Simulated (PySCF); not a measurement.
A GIAO shielding run with PySCF (density fitting, non-relativistic, gas phase) on `[SiH3]/C=C\[SiH2]C1CCCC1`, C7H16Si2:

```
$ OMP_NUM_THREADS=1 python probes_run.py task.json out

{"job": {"kind": "nmr", "xc": "PBE0", "basis": "pcSseg-1"}, "charge": 0, "multiplicity": 1}
Si     3.384722     1.067284    -0.492702
C      3.058911     0.164083     1.127055
C      2.128409    -0.758715     1.364619
Si     0.848645    -1.447050     0.168087
C     -0.825723    -0.597355     0.486672
C     -1.983333    -1.158430    -0.338791
C     -3.084058    -0.094066    -0.231008
C     -2.361026     1.226079     0.100524
C     -0.866713     0.884727     0.114996
H      4.360592     2.128764    -0.220038
H      3.943478     0.143663    -1.484138
H      2.158336     1.673697    -1.015111
H      3.717372     0.439862     1.947643
H      2.081488    -1.183273     2.365624
H      0.707576    -2.888422     0.433126
H      1.242562    -1.241968    -1.230479
H     -1.094106    -0.685342     1.545479
H     -1.671101    -1.270125    -1.378803
H     -2.314493    -2.132874     0.018137
H     -3.653665    -0.020429    -1.156781
H     -3.782812    -0.352643     0.565265
H     -2.586160     2.005820    -0.626605
H     -2.670901     1.588944     1.081496
H     -0.304685     1.507536     0.810315
H     -0.444248     1.024377    -0.881884
```

Hardware: 1 thread of an Arm Neoverse V2, shared host. The job also computes population analyses, field gradients, ring-centre shieldings.

(1) How large is the calculation?

(2) How long does it take, and how much memory does it need?

Answers

(1) 86 electrons, 247 basis functions and 1323 auxiliary functions.

(2) 52 s of wall time, with 14 SCF cycles and 5 response iterations; peak memory 1.1 GiB. Times on a shared host scatter by some tens of per cent.
